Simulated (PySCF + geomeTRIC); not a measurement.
These are BP86-D3(BJ)/def2-SVP run with PySCF + geomeTRIC values and carry that method's errors. fastk is a local helper that only speeds up exchange builds. No frequencies were computed at this level.

```python
import json, numpy as np
from pyscf import gto, dft
from fastk import lowrank_exchange
atoms = """
Mo    -0.089755    -0.098407     0.026307
O     -1.139075     0.480050    -1.315891
H     -1.529366     0.566732    -2.185466
O     -1.530926    -0.211200     1.100678
H     -2.414739    -0.427580     1.397200
O      0.171322     1.597850     0.560935
H      0.029013     2.519009     0.777842
O     -0.354474    -1.796410    -0.512208
H     -0.146156    -2.703365    -0.735134
O      1.354165     0.005112    -1.042884
H      2.236430     0.218417    -1.346045
O      0.958769    -0.680343     1.369571
H      1.285420    -0.804925     2.260139
"""
def scf(charge, spin, dm0=None):
    mol = gto.M(atom=atoms, basis='def2-svp', ecp={'Mo': 'def2-svp'}, charge=charge, spin=spin, verbose=3, max_memory=3360)
    mf = dft.KS(mol, xc='bp86').density_fit(auxbasis="def2-universal-jkfit")
    mf.disp = 'd3bj'
    mf.grids.level = 3
    mf.conv_tol = 1e-8
    mf.max_cycle = 120
    mf.level_shift = 0.25
    mf.kernel(dm0)
    if not mf.converged:
        mf = mf.newton().run(mf.mo_coeff, mf.mo_occ).undo_soscf()
    return mf
mf = scf(0, 0)
from pyscf.geomopt.geometric_solver import kernel as optimize
path = []
done, mol = optimize(mf, maxsteps=120, assert_convergence=False, callback=lambda env: path.append((env["energy"], bool(env["g_scanner"].converged))))
res = dict(converged=bool(done and path[-1][1]), energy=path[-1][0], path=[e for e, c in path], xyz=mol.atom_coords(unit="Angstrom").tolist(), nao=mol.nao)
json.dump(res, open("result.json", "w"))
```

Output:

```
converged SCF energy = -523.022814903603
Geometry optimization cycle 1
converged SCF energy = -523.022814902362
cycle 1: E = -523.022814902  dE = -523.023  norm(grad) = 0.153171
Geometry optimization cycle 2
converged SCF energy = -523.052981332792
cycle 2: E = -523.052981333  dE = -0.0301664  norm(grad) = 0.0382341
Geometry optimization cycle 3
converged SCF energy = -523.057078323954
cycle 3: E = -523.057078324  dE = -0.00409699  norm(grad) = 0.0231922
Geometry optimization cycle 4
converged SCF energy = -523.066881819201
cycle 4: E = -523.066881819  dE = -0.0098035  norm(grad) = 0.0809989
Geometry optimization cycle 5
converged SCF energy = -523.068440308112
cycle 5: E = -523.068440308  dE = -0.00155849  norm(grad) = 0.11695
Geometry optimization cycle 6
converged SCF energy = -523.082233142061
cycle 6: E = -523.082233142  dE = -0.0137928  norm(grad) = 0.0627686
Geometry optimization cycle 7
converged SCF energy = -523.086693476637
cycle 7: E = -523.086693477  dE = -0.00446033  norm(grad) = 0.0204654
Geometry optimization cycle 8
converged SCF energy = -523.089445144747
cycle 8: E = -523.089445145  dE = -0.00275167  norm(grad) = 0.0159404
Geometry optimization cycle 9
converged SCF energy = -523.091169098783
cycle 9: E = -523.091169099  dE = -0.00172395  norm(grad) = 0.00864074
Geometry optimization cycle 10
converged SCF energy = -523.091716233314
cycle 10: E = -523.091716233  dE = -0.000547135  norm(grad) = 0.0107335
Geometry optimization cycle 11
converged SCF energy = -523.093455861636
cycle 11: E = -523.093455862  dE = -0.00173963  norm(grad) = 0.0130836
Geometry optimization cycle 12
converged SCF energy = -523.095296970589
cycle 12: E = -523.095296971  dE = -0.00184111  norm(grad) = 0.0139853
Geometry optimization cycle 13
converged SCF energy = -523.096368157485
cycle 13: E = -523.096368157  dE = -0.00107119  norm(grad) = 0.00976657
Geometry optimization cycle 14
converged SCF energy = -523.097874550236
cycle 14: E = -523.09787455  dE = -0.00150639  norm(grad) = 0.00963104
Geometry optimization cycle 15
converged SCF energy = -523.09924100505
cycle 15: E = -523.099241005  dE = -0.00136645  norm(grad) = 0.0126373
Geometry optimization cycle 16
converged SCF energy = -523.100137611565
cycle 16: E = -523.100137612  dE = -0.000896607  norm(grad) = 0.00709636
Geometry optimization cycle 17
converged SCF energy = -523.100690544867
cycle 17: E = -523.100690545  dE = -0.000552933  norm(grad) = 0.00533284
Geometry optimization cycle 18
converged SCF energy = -523.101442877419
cycle 18: E = -523.101442877  dE = -0.000752333  norm(grad) = 0.00864774
Geometry optimization cycle 19
converged SCF energy = -523.102270722639
cycle 19: E = -523.102270723  dE = -0.000827845  norm(grad) = 0.00925951
Geometry optimization cycle 20
converged SCF energy = -523.102572584553
cycle 20: E = -523.102572585  dE = -0.000301862  norm(grad) = 0.0162669
Geometry optimization cycle 21
converged SCF energy = -523.103805926533
cycle 21: E = -523.103805927  dE = -0.00123334  norm(grad) = 0.00803198
Geometry optimization cycle 22
converged SCF energy = -523.104394595022
cycle 22: E = -523.104394595  dE = -0.000588668  norm(grad) = 0.00649587
Geometry optimization cycle 23
converged SCF energy = -523.106401318772
cycle 23: E = -523.106401319  dE = -0.00200672  norm(grad) = 0.0185868
Geometry optimization cycle 24
converged SCF energy = -523.107960484633
cycle 24: E = -523.107960485  dE = -0.00155917  norm(grad) = 0.0180018
Geometry optimization cycle 25
converged SCF energy = -523.109715620664
cycle 25: E = -523.109715621  dE = -0.00175514  norm(grad) = 0.00664673
Geometry optimization cycle 26
converged SCF energy = -523.110070006884
cycle 26: E = -523.110070007  dE = -0.000354386  norm(grad) = 0.00380625
Geometry optimization cycle 27
converged SCF energy = -523.110308247064
cycle 27: E = -523.110308247  dE = -0.00023824  norm(grad) = 0.00387685
Geometry optimization cycle 28
converged SCF energy = -523.110351775162
cycle 28: E = -523.110351775  dE = -4.35281e-05  norm(grad) = 0.00293647
Geometry optimization cycle 29
converged SCF energy = -523.110428216989
cycle 29: E = -523.110428217  dE = -7.64418e-05  norm(grad) = 0.00184879
Geometry optimization cycle 30
converged SCF energy = -523.110446298337
cycle 30: E = -523.110446298  dE = -1.80813e-05  norm(grad) = 0.000949121
Geometry optimization cycle 31
converged SCF energy = -523.110456188177
cycle 31: E = -523.110456188  dE = -9.88984e-06  norm(grad) = 0.000565101
Geometry optimization cycle 32
converged SCF energy = -523.1104599057
cycle 32: E = -523.110459906  dE = -3.71752e-06  norm(grad) = 0.000771901
Geometry optimization cycle 33
converged SCF energy = -523.110458685197
cycle 33: E = -523.110458685  dE = 1.2205e-06  norm(grad) = 0.00137322
Geometry optimization cycle 34
converged SCF energy = -523.11045939638
cycle 34: E = -523.110459396  dE = -7.11183e-07  norm(grad) = 0.00156513
Geometry optimization cycle 35
converged SCF energy = -523.11046469352
cycle 35: E = -523.110464694  dE = -5.29714e-06  norm(grad) = 0.00117755
Geometry optimization cycle 36
converged SCF energy = -523.110470747762
cycle 36: E = -523.110470748  dE = -6.05424e-06  norm(grad) = 0.000716661
Geometry optimization cycle 37
converged SCF energy = -523.110474714214
cycle 37: E = -523.110474714  dE = -3.96645e-06  norm(grad) = 0.000424457
Geometry optimization cycle 38
converged SCF energy = -523.110478558873
cycle 38: E = -523.110478559  dE = -3.84466e-06  norm(grad) = 0.000407487
Geometry optimization cycle 39
converged SCF energy = -523.110480599666
cycle 39: E = -523.1104806  dE = -2.04079e-06  norm(grad) = 0.000468141
Geometry optimization cycle 40
converged SCF energy = -523.110481811888
cycle 40: E = -523.110481812  dE = -1.21222e-06  norm(grad) = 0.000423886
Geometry optimization cycle 41
converged SCF energy = -523.110482424697
cycle 41: E = -523.110482425  dE = -6.12809e-07  norm(grad) = 0.000349721
<class 'geometric.internal.Distance'> : 12
<class 'geometric.internal.Angle'> : 8
<class 'geometric.internal.LinearAngle'> : 8
<class 'geometric.internal.OutOfPlane'> : 12
<class 'geometric.internal.Dihedral'> : 22
<class 'geometric.internal.TranslationX'> : 1
<class 'geometric.internal.TranslationY'> : 1
<class 'geometric.internal.TranslationZ'> : 1
<class 'geometric.internal.RotationA'> : 1
<class 'geometric.internal.RotationB'> : 1
<class 'geometric.internal.RotationC'> : 1
Step    0 : Gradient = 4.248e-02/6.248e-02 (rms/max) Energy = -523.0228149024
Step    1 : Displace = 1.009e-01/1.078e-01 (rms/max) Trust = 1.000e-01 (=) Grad = 1.060e-02/1.484e-02 (rms/max) E (change) = -523.0529813328 (-3.017e-02) Quality = 0.591
Step    2 : Displace = 2.820e-02/3.775e-02 (rms/max) Trust = 1.000e-01 (=) Grad = 6.432e-03/8.801e-03 (rms/max) E (change) = -523.0570783240 (-4.097e-03) Quality = 1.739
Step    3 : Displace = 1.386e-01/1.875e-01 (rms/max) Trust = 1.414e-01 (+) Grad = 2.247e-02/3.405e-02 (rms/max) E (change) = -523.0668818192 (-9.803e-03) Quality = 0.874
Step    4 : Displace = 2.099e-01/3.501e-01 (rms/max) Trust = 2.000e-01 (+) Grad = 3.244e-02/5.395e-02 (rms/max) E (change) = -523.0684403081 (-1.558e-03) Quality = 0.126
Step    5 : Displace = 1.015e-01/1.833e-01 (rms/max) Trust = 1.000e-01 (-) Grad = 1.741e-02/2.700e-02 (rms/max) E (change) = -523.0822331421 (-1.379e-02) Quality = 1.067
Step    6 : Displace = 1.372e-01/2.326e-01 (rms/max) Trust = 1.414e-01 (+) Grad = 5.676e-03/9.370e-03 (rms/max) E (change) = -523.0866934766 (-4.460e-03) Quality = 0.342
Step    7 : Displace = 1.208e-01/1.800e-01 (rms/max) Trust = 1.414e-01 (=) Grad = 4.421e-03/8.322e-03 (rms/max) E (change) = -523.0894451447 (-2.752e-03) Quality = 0.580
Step    8 : Displace = 6.861e-02/9.807e-02 (rms/max) Trust = 1.414e-01 (=) Grad = 2.397e-03/5.067e-03 (rms/max) E (change) = -523.0911690988 (-1.724e-03) Quality = 0.754
Step    9 : Displace = 5.550e-02/9.546e-02 (rms/max) Trust = 2.000e-01 (+) Grad = 2.977e-03/6.481e-03 (rms/max) E (change) = -523.0917162333 (-5.471e-04) Quality = 0.712
Step   10 : Displace = 8.627e-02/1.764e-01 (rms/max) Trust = 2.000e-01 (=) Grad = 3.629e-03/7.124e-03 (rms/max) E (change) = -523.0934558616 (-1.740e-03) Quality = 1.352
Step   11 : Displace = 1.343e-01/2.533e-01 (rms/max) Trust = 2.828e-01 (+) Grad = 3.879e-03/6.752e-03 (rms/max) E (change) = -523.0952969706 (-1.841e-03) Quality = 1.013
Step   12 : Displace = 3.649e-02/6.264e-02 (rms/max) Trust = 3.000e-01 (+) Grad = 2.709e-03/5.859e-03 (rms/max) E (change) = -523.0963681575 (-1.071e-03) Quality = 1.257
Step   13 : Displace = 5.879e-02/1.148e-01 (rms/max) Trust = 3.000e-01 (=) Grad = 2.671e-03/5.430e-03 (rms/max) E (change) = -523.0978745502 (-1.506e-03) Quality = 1.557
Step   14 : Displace = 1.392e-01/2.972e-01 (rms/max) Trust = 3.000e-01 (=) Grad = 3.505e-03/5.860e-03 (rms/max) E (change) = -523.0992410050 (-1.366e-03) Quality = 0.716
Step   15 : Displace = 6.132e-02/1.078e-01 (rms/max) Trust = 3.000e-01 (=) Grad = 1.968e-03/3.160e-03 (rms/max) E (change) = -523.1001376116 (-8.966e-04) Quality = 0.936
Step   16 : Displace = 2.734e-02/5.133e-02 (rms/max) Trust = 3.000e-01 (=) Grad = 1.479e-03/2.604e-03 (rms/max) E (change) = -523.1006905449 (-5.529e-04) Quality = 1.526
Step   17 : Displace = 6.408e-02/1.502e-01 (rms/max) Trust = 3.000e-01 (=) Grad = 2.398e-03/4.064e-03 (rms/max) E (change) = -523.1014428774 (-7.523e-04) Quality = 1.235
Step   18 : Displace = 6.199e-02/1.561e-01 (rms/max) Trust = 3.000e-01 (=) Grad = 2.568e-03/4.357e-03 (rms/max) E (change) = -523.1022707226 (-8.278e-04) Quality = 1.557
Step   19 : Displace = 1.686e-01/3.891e-01 (rms/max) Trust = 3.000e-01 (=) Grad = 4.512e-03/7.515e-03 (rms/max) E (change) = -523.1025725846 (-3.019e-04) Quality = 0.233
Step   20 : Displace = 7.755e-02/1.735e-01 (rms/max) Trust = 8.431e-02 (-) Grad = 2.228e-03/4.224e-03 (rms/max) E (change) = -523.1038059265 (-1.233e-03) Quality = 0.773
Step   21 : Displace = 2.503e-02/4.025e-02 (rms/max) Trust = 1.192e-01 (+) Grad = 1.802e-03/4.189e-03 (rms/max) E (change) = -523.1043945950 (-5.887e-04) Quality = 1.687
Step   22 : Displace = 1.732e-01/3.183e-01 (rms/max) Trust = 1.686e-01 (+) Grad = 5.155e-03/9.244e-03 (rms/max) E (change) = -523.1064013188 (-2.007e-03) Quality = 1.162
Step   23 : Displace = 5.274e-02/8.646e-02 (rms/max) Trust = 2.385e-01 (+) Grad = 4.993e-03/1.035e-02 (rms/max) E (change) = -523.1079604846 (-1.559e-03) Quality = 1.556
Step   24 : Displace = 6.981e-02/1.147e-01 (rms/max) Trust = 3.000e-01 (+) Grad = 1.843e-03/3.797e-03 (rms/max) E (change) = -523.1097156207 (-1.755e-03) Quality = 0.920
Step   25 : Displace = 2.180e-02/3.867e-02 (rms/max) Trust = 3.000e-01 (=) Grad = 1.056e-03/1.909e-03 (rms/max) E (change) = -523.1100700069 (-3.544e-04) Quality = 1.477
Step   26 : Displace = 5.357e-02/9.561e-02 (rms/max) Trust = 3.000e-01 (=) Grad = 1.075e-03/2.188e-03 (rms/max) E (change) = -523.1103082471 (-2.382e-04) Quality = 0.881
Step   27 : Displace = 2.826e-02/5.664e-02 (rms/max) Trust = 3.000e-01 (=) Grad = 8.144e-04/1.519e-03 (rms/max) E (change) = -523.1103517752 (-4.353e-05) Quality = 0.373
Step   28 : Displace = 1.774e-02/3.629e-02 (rms/max) Trust = 3.000e-01 (=) Grad = 5.128e-04/1.136e-03 (rms/max) E (change) = -523.1104282170 (-7.644e-05) Quality = 1.130
Step   29 : Displace = 6.602e-03/1.188e-02 (rms/max) Trust = 3.000e-01 (=) Grad = 2.632e-04/5.545e-04 (rms/max) E (change) = -523.1104462983 (-1.808e-05) Quality = 1.127
Step   30 : Displace = 7.223e-03/1.461e-02 (rms/max) Trust = 3.000e-01 (=) Grad = 1.567e-04/2.699e-04 (rms/max) E (change) = -523.1104561882 (-9.890e-06) Quality = 1.022
Step   31 : Displace = 5.678e-03/1.320e-02 (rms/max) Trust = 3.000e-01 (=) Grad = 2.141e-04/4.838e-04 (rms/max) E (change) = -523.1104599057 (-3.718e-06) Quality = 0.493
Step   32 : Displace = 6.128e-03/1.496e-02 (rms/max) Trust = 3.000e-01 (=) Grad = 3.809e-04/9.116e-04 (rms/max) E (change) = -523.1104586852 (+1.221e-06) Quality = -0.119
Step   33 : Displace = 3.155e-03/6.781e-03 (rms/max) Trust = 3.064e-03 (-) Grad = 4.341e-04/9.700e-04 (rms/max) E (change) = -523.1104593964 (-7.112e-07) Quality = 0.046
Step   34 : Displace = 1.466e-03/3.071e-03 (rms/max) Trust = 1.532e-03 (-) Grad = 3.266e-04/7.246e-04 (rms/max) E (change) = -523.1104646935 (-5.297e-06) Quality = 0.766
Step   35 : Displace = 2.128e-03/4.044e-03 (rms/max) Trust = 2.167e-03 (+) Grad = 1.988e-04/4.360e-04 (rms/max) E (change) = -523.1104707478 (-6.054e-06) Quality = 0.597
Step   36 : Displace = 1.970e-03/4.020e-03 (rms/max) Trust = 2.167e-03 (=) Grad = 1.177e-04/1.833e-04 (rms/max) E (change) = -523.1104747142 (-3.966e-06) Quality = 0.395
Step   37 : Displace = 2.165e-03/4.557e-03 (rms/max) Trust = 2.167e-03 (=) Grad = 1.130e-04/1.576e-04 (rms/max) E (change) = -523.1104785589 (-3.845e-06) Quality = 0.222
Step   38 : Displace = 1.180e-03/2.760e-03 (rms/max) Trust = 1.083e-03 (-) Grad = 1.298e-04/2.379e-04 (rms/max) E (change) = -523.1104805997 (-2.041e-06) Quality = 0.169
Step   39 : Displace = 5.803e-04/1.206e-03 (rms/max) Trust = 5.414e-04 (-) Grad = 1.176e-04/2.064e-04 (rms/max) E (change) = -523.1104818119 (-1.212e-06) Quality = 0.193
Step   40 : Displace = 2.709e-04/6.133e-04 (rms/max) Trust = 2.707e-04 (-) Grad = 9.700e-05/1.722e-04 (rms/max) E (change) = -523.1104824247 (-6.128e-07) Quality = 0.201
Converged! =D
```

Cost: about 22 core-minutes (a rough figure).
